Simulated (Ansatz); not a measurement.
Ansatz (an electronic-structure program) input (CCSD(T)/def2-SVP):

Ansatz 0.2 input:
```yaml
crystal:
  periodic: [false, false, false]
  atoms:
    - {symbol: Ba, position_ang: [-0.04697795, -0.86986741, -0.32433827]}
    - {symbol: Cl, position_ang: [1.03325575, 1.71937404, -0.37303954]}
    - {symbol: Cl, position_ang: [-0.87850484, 1.14607157, 1.44144796]}
basis:
  gaussian:
    orbitals: def2-SVP
total_charge: 1
magnetization: {spin_polarized: true, initial_magnetization: 1}
correlation: {method: ccsd_t, electrons: outside_noble_gas}
```

End of the output:

```
mean field evaluation 4: about -25679.2115 eV, gradient 9.9e-1 eV
mean field evaluation 8: about -25679.2237 eV, gradient 1.6e-3 eV
mean field evaluation 16: about -25677.9004 eV, gradient 7.2e0 eV
mean field evaluation 32: about -25677.5421 eV, gradient 4.9e-3 eV
mean field evaluation 64: about -25676.4006 eV, gradient 5.6e-1 eV
mean field evaluation 96: about -25676.4217 eV, gradient 7.6e-2 eV
mean field -25679.22368479 eV, -943.6940644132 hartree, gradient 3.9e-6 eV, S^2 0.769696; 6 other end points of the search recorded, 0 dependent functions left out
determinant -25679.22368479 eV, -943.6940644132 hartree, with singles and doubles -25687.28383190 eV, -943.9902693558 hartree
determinant -25677.54207145 eV, -943.6322662628 hartree, with singles and doubles -25685.73790021 eV, -943.9334574144 hartree
determinant -25676.73793481 eV, -943.6027147860 hartree, with singles and doubles -25685.00648596 eV, -943.9065784364 hartree
determinant -25676.44767429 eV, -943.5920479089 hartree, with singles and doubles -25684.74306470 eV, -943.8968978836 hartree
determinant -25676.35308730 eV, -943.5885719009 hartree, with singles and doubles -25684.71568391 eV, -943.8958916581 hartree
14 core orbitals not correlated, not the lowest: weight in the atoms' cores, before any rotation towards them, 0.691 or more for the frozen orbitals, at most 0.306 for the correlated occupied ones
reference -25679.22368479 eV, -943.6940644132 hartree; 8, 7 occupied and 44, 45 virtual orbitals, 532 factors
second order -7.36274605 eV of doubles, -0.00000000 eV of singles
coupled cluster: 0.16 GiB planned
cycle   1  -7.87043993 eV  change   -5.2e-1 eV  update   5.8e-2
cycle   2  -8.03174390 eV  change   -1.6e-1 eV  update   1.9e-2
cycle   3  -8.06345034 eV  change   -3.2e-2 eV  update   9.2e-3
cycle   4  -8.06159836 eV  change    1.9e-3 eV  update   2.7e-3
cycle   5  -8.06014707 eV  change    1.5e-3 eV  update   9.3e-4
cycle   6  -8.05999505 eV  change    1.5e-4 eV  update   3.7e-4
cycle   7  -8.06004585 eV  change   -5.1e-5 eV  update   1.7e-4
cycle   8  -8.06009646 eV  change   -5.1e-5 eV  update   1.1e-4
cycle   9  -8.06010624 eV  change   -9.8e-6 eV  update   7.1e-5
cycle  10  -8.06008221 eV  change    2.4e-5 eV  update   3.9e-5
cycle  11  -8.06008363 eV  change   -1.4e-6 eV  update   1.5e-5
perturbative correction -0.17040335 eV, -0.0062622075 hartree
WARN: these amplitudes may be one of several solutions (largest doubles amplitude 0.04, level shift 0.06 eV)
Total energy: -25687.45417177 eV, -943.9965292307 hartree
```

The program attaches cautions to this result: other roots.
